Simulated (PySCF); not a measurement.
CH11ClSi4, SMILES [SiH3][SiH]([SiH3])C[SiH2]Cl.

Geometry optimised at PBE0-D3(BJ)/def2-SVP. This is a generated structure with no PubChem entry under its InChIKey; it may be hypothetical. Other conformers were not sampled.

Computed with PySCF with PBE0-D3(BJ)/def2-SVP.

Frequencies are harmonic and unscaled.

Q: Estimate the vibrational spectrum. (The exact figures need the calculation; the answer reports its results.)

A: 
| mode | ν (cm⁻¹) | IR (km/mol) | moving atoms (share of kinetic energy) |
|---|---|---|---|
| 1 | 37 | 0.8 | Si 44 %, Cl 38 %, H 12 % |
| 2 | 61 | 1.1 | Cl 43 %, Si 28 %, H 17 %, C 12 % |
| 3 | 83 | 0.1 | Si 64 %, H 33 % |
| 4 | 92 | 1.0 | Si 60 %, H 35 % |
| 5 | 97 | 0.4 | H 84 %, Si 14 % |
| 6 | 119 | 1.9 | Si 64 %, Cl 18 %, H 17 % |
| 7 | 129 | 0.2 | H 84 %, Si 14 % |
| 8 | 160 | 2.7 | H 41 %, Si 29 %, C 26 % |
| 9 | 249 | 1.3 | Si 52 %, H 22 %, C 17 %, Cl 9 % |
| 10 | 378 | 0.7 | Si 74 %, H 20 % |
| 11 | 420 | 10.9 | H 87 %, Si 13 % |
| 12 | 444 | 0.9 | H 52 %, Si 48 % |
| 13 | 480 | 21.4 | H 82 %, Si 10 % |
| 14 | 512 | 0.8 | H 51 %, Si 44 % |
| 15 | 520 | 0.2 | H 70 %, Si 25 % |
| 16 | 535 | 51.0 | Si 41 %, Cl 40 %, H 14 % |
| 17 | 557 | 7.9 | H 70 %, Si 29 % |
| 18 | 636 | 6.4 | H 51 %, Si 26 %, C 20 % |
| 19 | 659 | 20.3 | H 65 %, C 20 %, Si 13 % |
| 20 | 701 | 78.4 | H 92 % |
| 21 | 717 | 66.6 | H 87 %, C 8 % |
| 22 | 756 | 97.0 | H 48 %, C 30 %, Si 22 % |
| 23 | 793 | 84.9 | H 58 %, C 28 %, Si 14 % |
| 24 | 854 | 168.2 | H 88 %, Si 11 % |
| 25 | 862 | 419.3 | H 87 %, Si 9 % |
| 26 | 889 | 41.4 | H 87 %, Si 11 % |
| 27 | 930 | 31.5 | H 97 % |
| 28 | 932 | 28.6 | H 97 % |
| 29 | 935 | 36.7 | H 97 % |
| 30 | 938 | 76.4 | H 97 % |
| 31 | 953 | 88.1 | H 96 % |
| 32 | 1021 | 23.2 | H 96 % |
| 33 | 1065 | 80.9 | H 60 %, C 37 % |
| 34 | 1367 | 8.9 | H 92 %, C 8 % |
| 35 | 2210 | 76.2 | H 99 % |
| 36 | 2214 | 46.0 | H 98 % |
| 37 | 2216 | 6.0 | H 97 % |
| 38 | 2222 | 92.6 | H 96 % |
| 39 | 2226 | 23.1 | H 96 % |
| 40 | 2231 | 176.5 | H 96 % |
| 41 | 2233 | 87.0 | H 96 % |
| 42 | 2246 | 98.2 | H 98 % |
| 43 | 2252 | 121.7 | H 96 % |
| 44 | 3064 | 0.2 | H 95 % |
| 45 | 3137 | 0.5 | H 91 %, C 9 % |
